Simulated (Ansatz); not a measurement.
Reaction (substitution at a C–S bond): `NC[S][GeH3]` + `OCO` → `NCOCO` + `[SH][GeH3]`

Isolated molecules relaxed with PBE0-D4/def2-TZVP in Ansatz; ΔE leaves out vibrations. CCSD(T)/CBS adds triple-zeta CCSD(T) − MP2 to the extrapolated MP2 energy (def2 sets, frozen cores). This one scheme is used for every species. DFT in def2-TZVPP. B3LYP here is the variant with VWN-RPA as its local correlation; programs differ in this. For Ge outer-core shells are correlated without core-valence functions, which leaves a few kJ/mol of doubt a bond. Scalar relativity is left out up to krypton. One conformer a species, not always the lowest.

| level | ΔE (kcal/mol) | difference from CCSD(T)/CBS |
| --- | --- | --- |
| r2SCAN-D4 | 5.7 | -1.2 |
| ωB97X-V | 5.1 | -1.8 |
| ωB97M-V | 5.9 | -1.0 |
| r2SCAN | 5.5 | -1.4 |
| B3LYP | 4.2 | -2.7 |
| SCS-MP2/def2-TZVPP | 6.3 | -0.6 |
| CCSD(T)/def2-TZVPP | 5.7 | -1.2 |
| SCS-MP2/def2-QZVPP | 6.9 | 0.0 |
| HF/CBS(def2) | 2.0 | -4.9 |
| CCSD/CBS(def2) | 6.3 | -0.6 |
| CCSD(T)/CBS | 6.9 | 0 |

Largest T1 diagnostic among the species: 0.011.

In def2-TZVPP, CCSD(T) changes the Hartree–Fock value by +3.4 kcal/mol (the triples alone add +0.6 kcal/mol) and MP2 by +5.2 kcal/mol. The D4 term adds +1.5 kcal/mol with B3LYP and +0.8 kcal/mol with PBE0; it sums over pairs of atoms, weighted by their polarisabilities, and B3LYP, whose exchange is more repulsive, gets the larger term.
